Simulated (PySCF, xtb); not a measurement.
ZnH, SMILES [ZnH+] (connectivity only; charge and spin as stated), charge +1, multiplicity 1.

GFN2-xTB (xtb) at its own geometry gives an orbital gap of 4.56 eV.

Coordinates come from a PBE-D3(BJ)/def2-TZVPD optimisation. The multiplicity is an assumed one; other spin states were not compared.

**Question.** What does PBE/def2-TZVPD in PySCF give? (An estimate is asked for; the answer gives what the named calculation found.)

**Answer.** gap 4.41 eV (levels -15.65 and -11.24 eV).
